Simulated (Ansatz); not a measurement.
Ansatz (a quantum-chemistry and plane-wave program) input for C3H9OSi, SMILES C[SiH]OCC (connectivity only; charge and spin as stated), charge +1, multiplicity 1, r2SCAN-D4/def2-SVP. 

Ansatz 0.2 input:
```yaml
crystal:
  periodic: [false, false, false]
  atoms:
    - {symbol: C, position_ang: [1.37998646, -1.61043976, -0.33622362]}
    - {symbol: C, position_ang: [1.78671076, -0.15589519, -0.23871111]}
    - {symbol: O, position_ang: [0.69253215, 0.70084298, 0.06367120]}
    - {symbol: Si, position_ang: [-0.84096419, 0.91239891, 0.25803512]}
    - {symbol: C, position_ang: [-2.17139011, -0.39142477, 0.06480514]}
    - {symbol: H, position_ang: [2.25615320, -2.20991313, -0.56558915]}
    - {symbol: H, position_ang: [0.64889282, -1.75359292, -1.12813483]}
    - {symbol: H, position_ang: [0.96643930, -1.95717841, 0.60751897]}
    - {symbol: H, position_ang: [2.52180484, -0.00373532, 0.55608981]}
    - {symbol: H, position_ang: [2.20759512, 0.20059724, -1.18279181]}
    - {symbol: H, position_ang: [-0.96000107, 2.30869729, 0.59594566]}
    - {symbol: H, position_ang: [-2.38555147, -0.59298347, -0.98799584]}
    - {symbol: H, position_ang: [-1.88106486, -1.34188658, 0.52159565]}
    - {symbol: H, position_ang: [-3.11286931, -0.08377486, 0.52227801]}
basis:
  gaussian:
    orbitals: def2-SVP
hamiltonian:
  xc: r2scan
  dispersion: d4
total_charge: 1
relax: {f_tol: 0.002, max_steps: 200}
```

Output:

```
[...]
relax step  16: F+E_penalty+E_count = -13165.61159719 eV  Δ(F+E_penalty+E_count) = -1.074e-3 eV  max|allowed force component| = 9.064e-2 eV/Å  Δτ_max = 0.0977 Å  (30 SCF iters, accepted)
these checks for a lower state are left out or cut short: starts, cluster_reference, orbital_swaps, neighbouring_geometries, increment
integrals: 0.07 GiB planned
1335 factors; their error is unknown
mean field: 0.37 GiB planned
mean field evaluation 128: about -13165.5489 eV, gradient 1.4e-3 eV
mean field -13165.54886387 eV, -483.8249968175 hartree, gradient 1.3e-5 eV, S^2 0.000000; 0 other end points of the search recorded, 0 dependent functions left out
the calculation of the forces begins
reference -13165.54887458 eV, -483.8249972112 hartree; 24, 24 occupied and 95, 95 virtual orbitals, 1335 factors
relax step  17: F+E_penalty+E_count = -13165.61207040 eV  Δ(F+E_penalty+E_count) = -4.732e-4 eV  max|allowed force component| = 1.003e-1 eV/Å  Δτ_max = 0.0496 Å  (30 SCF iters, accepted)
these checks for a lower state are left out or cut short: starts, cluster_reference, orbital_swaps, neighbouring_geometries, increment
integrals: 0.07 GiB planned
1335 factors; their error is unknown
mean field: 0.37 GiB planned
mean field -13165.54937122 eV, -483.8250154623 hartree, gradient 1.3e-5 eV, S^2 0.000000; 0 other end points of the search recorded, 0 dependent functions left out
the calculation of the forces begins
reference -13165.54938193 eV, -483.8250158561 hartree; 24, 24 occupied and 95, 95 virtual orbitals, 1335 factors
relax step  18: F+E_penalty+E_count = -13165.61256870 eV  Δ(F+E_penalty+E_count) = -4.983e-4 eV  max|allowed force component| = 1.092e-1 eV/Å  Δτ_max = 0.0432 Å  (30 SCF iters, accepted)
these checks for a lower state are left out or cut short: starts, cluster_reference, orbital_swaps, neighbouring_geometries, increment
integrals: 0.07 GiB planned
1335 factors; their error is unknown
mean field: 0.37 GiB planned
mean field -13165.54989405 eV, -483.8250346762 hartree, gradient 1.3e-5 eV, S^2 0.000000; 0 other end points of the search recorded, 0 dependent functions left out
the calculation of the forces begins
reference -13165.54990477 eV, -483.8250350700 hartree; 24, 24 occupied and 95, 95 virtual orbitals, 1335 factors
relax step  19: F+E_penalty+E_count = -13165.61307756 eV  Δ(F+E_penalty+E_count) = -5.089e-4 eV  max|allowed force component| = 8.536e-2 eV/Å  Δτ_max = 0.0309 Å  (31 SCF iters, accepted)
these checks for a lower state are left out or cut short: starts, cluster_reference, orbital_swaps, neighbouring_geometries, increment
integrals: 0.07 GiB planned
1335 factors; their error is unknown
mean field: 0.37 GiB planned
mean field -13165.55035560 eV, -483.8250516378 hartree, gradient 1.3e-5 eV, S^2 0.000000; 0 other end points of the search recorded, 0 dependent functions left out
the calculation of the forces begins
reference -13165.55036631 eV, -483.8250520314 hartree; 24, 24 occupied and 95, 95 virtual orbitals, 1335 factors
relax step  20: F+E_penalty+E_count = -13165.61352687 eV  Δ(F+E_penalty+E_count) = -4.493e-4 eV  max|allowed force component| = 4.306e-2 eV/Å  Δτ_max = 0.0361 Å  (30 SCF iters, accepted)
these checks for a lower state are left out or cut short: starts, cluster_reference, orbital_swaps, neighbouring_geometries, increment
integrals: 0.07 GiB planned
1335 factors; their error is unknown
mean field: 0.37 GiB planned
mean field -13165.55062548 eV, -483.8250615555 hartree, gradient 1.3e-5 eV, S^2 0.000000; 0 other end points of the search recorded, 0 dependent functions left out
the calculation of the forces begins
reference -13165.55063618 eV, -483.8250619487 hartree; 24, 24 occupied and 95, 95 virtual orbitals, 1335 factors
relax step  21: F+E_penalty+E_count = -13165.61379235 eV  Δ(F+E_penalty+E_count) = -2.655e-4 eV  max|allowed force component| = 3.578e-2 eV/Å  Δτ_max = 0.0380 Å  (30 SCF iters, accepted)
these checks for a lower state are left out or cut short: starts, cluster_reference, orbital_swaps, neighbouring_geometries, increment
integrals: 0.07 GiB planned
1335 factors; their error is unknown
mean field: 0.37 GiB planned
mean field evaluation 160: about -13165.6161 eV, gradient 3.6e-3 eV
mean field -13165.55084414 eV, -483.8250695912 hartree, gradient 1.4e-5 eV, S^2 0.000000; 0 other end points of the search recorded, 0 dependent functions left out
the calculation of the forces begins
reference -13165.55085483 eV, -483.8250699842 hartree; 24, 24 occupied and 95, 95 virtual orbitals, 1335 factors
relax step  22: F+E_penalty+E_count = -13165.61399280 eV  Δ(F+E_penalty+E_count) = -2.004e-4 eV  max|allowed force component| = 1.071e-2 eV/Å  Δτ_max = 0.0328 Å  (31 SCF iters, accepted)
these checks for a lower state are left out or cut short: starts, cluster_reference, orbital_swaps, neighbouring_geometries, increment
integrals: 0.07 GiB planned
1335 factors; their error is unknown
mean field: 0.37 GiB planned
mean field -13165.55094522 eV, -483.8250733057 hartree, gradient 1.4e-5 eV, S^2 0.000000; 0 other end points of the search recorded, 0 dependent functions left out
the calculation of the forces begins
reference -13165.55095590 eV, -483.8250736984 hartree; 24, 24 occupied and 95, 95 virtual orbitals, 1335 factors
relax step  23: F+E_penalty+E_count = -13165.61408336 eV  Δ(F+E_penalty+E_count) = -9.056e-5 eV  max|allowed force component| = 1.755e-2 eV/Å  Δτ_max = 0.0341 Å  (30 SCF iters, accepted)
these checks for a lower state are left out or cut short: starts, cluster_reference, orbital_swaps, neighbouring_geometries, increment
integrals: 0.07 GiB planned
1335 factors; their error is unknown
mean field: 0.37 GiB planned
mean field -13165.55099305 eV, -483.8250750637 hartree, gradient 1.4e-5 eV, S^2 0.000000; 0 other end points of the search recorded, 0 dependent functions left out
the calculation of the forces begins
reference -13165.55100374 eV, -483.8250754563 hartree; 24, 24 occupied and 95, 95 virtual orbitals, 1335 factors
relax step  24: F+E_penalty+E_count = -13165.61412576 eV  Δ(F+E_penalty+E_count) = -4.240e-5 eV  max|allowed force component| = 7.315e-3 eV/Å  Δτ_max = 0.0148 Å  (31 SCF iters, accepted)
these checks for a lower state are left out or cut short: starts, cluster_reference, orbital_swaps, neighbouring_geometries, increment
integrals: 0.07 GiB planned
1335 factors; their error is unknown
mean field: 0.37 GiB planned
mean field -13165.55096216 eV, -483.8250739284 hartree, gradient 1.4e-5 eV, S^2 0.000000; 0 other end points of the search recorded, 0 dependent functions left out
the calculation of the forces begins
reference -13165.55097284 eV, -483.8250743210 hartree; 24, 24 occupied and 95, 95 virtual orbitals, 1335 factors
relax step  25: F+E_penalty+E_count = -13165.61408907 eV  Δ(F+E_penalty+E_count) = +3.669e-5 eV  max|allowed force component| = 2.764e-2 eV/Å  Δτ_max = 0.0189 Å  (31 SCF iters, rejected (line search))
these checks for a lower state are left out or cut short: starts, cluster_reference, orbital_swaps, neighbouring_geometries, increment
integrals: 0.07 GiB planned
1335 factors; their error is unknown
mean field: 0.37 GiB planned
mean field evaluation 192: about -13165.5510 eV, gradient 1.4e-5 eV
mean field -13165.55101427 eV, -483.8250758436 hartree, gradient 1.4e-5 eV, S^2 0.000000; 0 other end points of the search recorded, 0 dependent functions left out
the calculation of the forces begins
reference -13165.55102496 eV, -483.8250762362 hartree; 24, 24 occupied and 95, 95 virtual orbitals, 1335 factors
relax step  26: F+E_penalty+E_count = -13165.61414368 eV  Δ(F+E_penalty+E_count) = -1.792e-5 eV  max|allowed force component| = 4.047e-3 eV/Å  Δτ_max = 0.0093 Å  (32 SCF iters, accepted)
these checks for a lower state are left out or cut short: starts, cluster_reference, orbital_swaps, neighbouring_geometries, increment
integrals: 0.07 GiB planned
1335 factors; their error is unknown
mean field: 0.37 GiB planned
mean field -13165.55102244 eV, -483.8250761435 hartree, gradient 1.4e-5 eV, S^2 0.000000; 0 other end points of the search recorded, 0 dependent functions left out
the calculation of the forces begins
reference -13165.55103312 eV, -483.8250765361 hartree; 24, 24 occupied and 95, 95 virtual orbitals, 1335 factors
relax step  27: F+E_penalty+E_count = -13165.61415401 eV  Δ(F+E_penalty+E_count) = -1.033e-5 eV  max|allowed force component| = 2.281e-3 eV/Å  Δτ_max = 0.0089 Å  (31 SCF iters, accepted)
these checks for a lower state are left out or cut short: starts, cluster_reference, orbital_swaps, neighbouring_geometries, increment
integrals: 0.07 GiB planned
1335 factors; their error is unknown
mean field: 0.37 GiB planned
mean field -13165.55102235 eV, -483.8250761403 hartree, gradient 1.0e-5 eV, S^2 0.000000; 0 other end points of the search recorded, 0 dependent functions left out
the calculation of the forces begins
reference -13165.55103303 eV, -483.8250765328 hartree; 24, 24 occupied and 95, 95 virtual orbitals, 1335 factors
relax step  28: F+E_penalty+E_count = -13165.61415630 eV  Δ(F+E_penalty+E_count) = -2.293e-6 eV  max|allowed force component| = 1.300e-3 eV/Å  Δτ_max = 0.0026 Å  (23 SCF iters, accepted)
these checks for a lower state are left out or cut short: starts, cluster_reference, orbital_swaps, neighbouring_geometries, increment
integrals: 0.07 GiB planned
1335 factors; their error is unknown
mean field: 0.37 GiB planned
mean field -13165.55102032 eV, -483.8250760659 hartree, gradient 7.3e-6 eV, S^2 0.000000; 0 other end points of the search recorded, 0 dependent functions left out
the calculation of the forces begins
reference -13165.55103100 eV, -483.8250764584 hartree; 24, 24 occupied and 95, 95 virtual orbitals, 1335 factors
relax step  29: F+E_penalty+E_count = -13165.61415788 eV  Δ(F+E_penalty+E_count) = -1.577e-6 eV  max|allowed force component| = 7.586e-4 eV/Å  Δτ_max = 0.0040 Å  (23 SCF iters, accepted)
integrals: 0.07 GiB planned
1335 factors; their error is unknown
mean field: 0.37 GiB planned
mean field evaluation 224: about -13165.5509 eV, gradient 2.5e-1 eV
mean field -13165.55102032 eV, -483.8250760659 hartree, gradient 9.2e-6 eV, S^2 0.000000; 1 other end points of the search recorded, 0 dependent functions left out
the calculation of the forces begins
reference -13165.55103100 eV, -483.8250764584 hartree; 24, 24 occupied and 95, 95 virtual orbitals, 1335 factors
Total energy: -13165.61416856 eV, -483.8273967207 hartree
Atom 0 at     1.355536    -1.619811    -0.302058 Å, force    -0.000160     0.000234     0.000185 eV/Å
Atom 1 at     1.814709    -0.192133    -0.186824 Å, force    -0.000048    -0.000216    -0.000120 eV/Å
Atom 2 at     0.718589     0.752497    -0.012864 Å, force    -0.000076     0.000487    -0.000175 eV/Å
Atom 3 at    -0.848866     0.922849     0.114545 Å, force     0.000759    -0.000207     0.000300 eV/Å
Atom 4 at    -2.108103    -0.392121     0.068165 Å, force    -0.000504    -0.000107     0.000326 eV/Å
Atom 5 at     2.238412    -2.264604    -0.430297 Å, force     0.000046    -0.000017    -0.000005 eV/Å
Atom 6 at     0.710963    -1.775118    -1.181857 Å, force     0.000009    -0.000020     0.000015 eV/Å
Atom 7 at     0.836030    -1.959851     0.607968 Å, force     0.000041    -0.000024    -0.000157 eV/Å
Atom 8 at     2.467834    -0.023091     0.681886 Å, force     0.000026    -0.000024     0.000070 eV/Å
Atom 9 at     2.344497     0.159105    -1.084468 Å, force     0.000005     0.000027     0.000024 eV/Å
Atom 10 at    -1.214435     2.338875     0.285809 Å, force    -0.000153    -0.000060    -0.000091 eV/Å
Atom 11 at    -2.819954    -0.170431    -0.748703 Å, force     0.000178    -0.000096    -0.000043 eV/Å
Atom 12 at    -1.694199    -1.400676    -0.067051 Å, force    -0.000474     0.000168     0.000139 eV/Å
Atom 13 at    -2.692738    -0.353778     1.006242 Å, force     0.000351    -0.000146    -0.000469 eV/Å
Dipole moment:    -0.515205     0.110500     0.047667 e Å
```

Self-consistency was reached.
